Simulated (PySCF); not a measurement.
Al(F)(OMe)2 (C2H6AlFO2), SMILES C[O][Al]([F])[O]C.

Geometry: PBE0-D3(BJ)/def2-SVP. The structure was generated by enumeration; whether it is a known compound was not checked. Other conformers were not sampled.

Calculation: PySCF 2.14.0 with TDDFT-PBE/def2-SVPD.

Vertical excitations. Isolated molecule, no solvent.

```
state  energy (eV)  λ (nm)      f          main pairs
-----  -----------  ------  -----  ------------------
S1            5.12     242  0.000     HOMO→LUMO 100 %
S2            5.46     227  0.005    HOMO−1→LUMO 99 %
S3            5.54     224  0.014    HOMO−2→LUMO 99 %
S4            5.59     222  0.028   HOMO−3→LUMO 100 %
S5            6.80     182  0.004  HOMO−1→LUMO+1 96 %
S6            6.81     182  0.116    HOMO→LUMO+1 94 %
S7            6.84     181  0.001  HOMO−2→LUMO+1 96 %
S8            7.01     177  0.000   HOMO→LUMO+2 100 %
S9            7.05     176  0.012   HOMO→LUMO+3 100 %
S10           7.14     174  0.032  HOMO−3→LUMO+1 88 %
T1            4.96     250      0     HOMO→LUMO 100 %
T2            5.26     236      0    HOMO−1→LUMO 99 %
T3            5.27     235      0    HOMO−3→LUMO 99 %
T4            5.33     233      0    HOMO−2→LUMO 99 %
```
Triplets are in the Tamm–Dancoff approximation, which puts them higher than full response would, so one can lie above its singlet here.
